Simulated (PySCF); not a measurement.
# Reading the logs of faulty runs: BCGeH7N

These are calculations, not measurements. The program is PySCF 2.14.0, an open-source quantum chemistry code, run on an isolated molecule that a program drew, which may never have been made. The molecule is BCGeH7N (charge 0, doublet), drawn as the SMILES string `B[CH2][GeH][NH2]`.

Each row is a Hartree-Fock (HF) and frozen-core CCSD(T) single point in the cc-pVDZ basis, meant for a local HF minimum. Run 1 is clean. Each other run has one planted mistake out of seven kinds, and not every kind appears here: one electron removed, one electron added, multiplicity raised by two, geometry at a saddle point, minimal basis STO-3G, one bond length entered in bohr, all coordinates scaled. The reference is restricted for singlets and unrestricted otherwise, and also for a bond in bohr. Adding or removing an electron swaps singlet and doublet. Electrons count all cores. HOMO and LUMO are orbital energies over both spins, the gradient is its largest component, and the lowest frequency (negative if imaginary) is given only where the gradient is small. Bond lengths are over the 10 bonds as drawn. T1 is the CCSD diagnostic: over 0.02 (restricted) or 0.045 (unrestricted) a single reference is doubtful. Germanium has the cc-pVDZ-PP basis, with a core potential (ECP10MDF) in place of its 10 inner electrons, and its 3s, 3p and 3d shells are frozen in CCSD(T).

Geometry of the clean run:
```xyz
11
BCGeH7N, angstrom
B    -1.1164    0.8246    0.9412
C     0.3614    0.4120    1.2157
Ge    0.6230   -1.3295    0.2740
N    -0.2829   -1.2365   -1.3360
H    -1.3913    1.5889    0.0559
H    -2.0098    0.3606    1.5986
H     0.5749    0.1792    2.2619
H     1.1100    1.1071    0.8320
H    -0.0458   -2.4797    1.0584
H     0.0336   -0.5226   -1.9701
H    -0.3481   -2.1019   -1.8444
```

| run | electrons | basis functions | <S^2> | HOMO (eV) | LUMO (eV) | gradient (hartree/bohr) | lowest frequency (cm^-1) | mean bond (Å) | longest bond (Å) | T1 | HF (hartree) | CCSD(T) (hartree) | mistake |
|---|---|---|---|---|---|---|---|---|---|---|---|---|---|
| 1 | 57 | 100 | 0.759 | -8.10 | 1.36 | 7.3e-06 | 59 | 1.3550 | 1.997 | 0.0166 | -414.42791 | -414.98038 | no fault |
| 2 | 56 | 100 | 0.000 | -16.96 | -6.23 | 8.0e-02 | - | 1.3550 | 1.997 | 0.0222 | -414.16404 | -414.72039 | one electron removed |
| 3 | 57 | 100 | 3.772 | -6.02 | -2.52 | 6.8e-02 | - | 1.3550 | 1.997 | 0.0309 | -414.20962 | -414.76173 | ? |
| 4 | 58 | 100 | 0.000 | -0.41 | 7.45 | 8.1e-02 | - | 1.3550 | 1.997 | 0.0242 | -414.40754 | -414.99173 | ? |

**Which mistake was planted in run 3, and what did it cost?**

Electrons, basis and geometry are unchanged, and <S^2> is 3.772, beside S(S+1) = 3.75 for a multiplicity of 4. So the mistake is: multiplicity raised by two. Subtracting run 1 and multiplying by 627.51 kcal/mol a hartree, the energy moved by 137.0 kcal/mol in HF and 137.2 kcal/mol in CCSD(T).

**Which mistake was planted in run 4, and what did it cost?**

It counts 58 electrons, one more than the clean run, at the same geometry and basis. So the mistake is: one electron added. Subtracting run 1 and multiplying by 627.51 kcal/mol a hartree, the energy moved by 12.8 kcal/mol in HF and -7.1 kcal/mol in CCSD(T).

Cautions from the logs. Run 2: T1 is over the limit, so its CCSD(T) energy is less reliable; run 4: T1 is over the limit, so its CCSD(T) energy is less reliable.
